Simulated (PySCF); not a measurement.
Correlation energy of Se⁺ (selenium, charge +1)

[Ar] 3d10 4s2 4p3, high-spin 4S determinant. Computed with PySCF 2.14 in aug-cc-pVDZ-DK (6s5p3d, 36 functions), with the spin-free X2C one-electron Hamiltonian (Gaussian nucleus). Frozen: [Ar] 3d10; 5 electrons correlated.

MP2 pair energies summed by pair of shells (mhartree):

```csv
pair,energy,share (%)
4s-4p,-37.36,65.1
4p-4p,-13.53,23.6
4s-4s,-6.49,11.3
```

Total MP2 correlation energy: -57.38 mhartree.

Same-spin part -15.49 and opposite-spin part -41.89 mhartree; SCS-MP2 scales them by 1/3 and 6/5 to -55.43 mhartree.

```csv
level,correlation energy (mhartree)
CCSD,-72.14
(T),-0.82
CCSD(T),-72.96
```

Diagnostics: T1 = 0.0017, D1 = 0.0031, largest double amplitude 0.045.

Problem. Is a single reference adequate?

Solution. Yes, within this model without spin-orbit coupling: T1 lies below 0.03 and no double amplitude reaches 0.07.
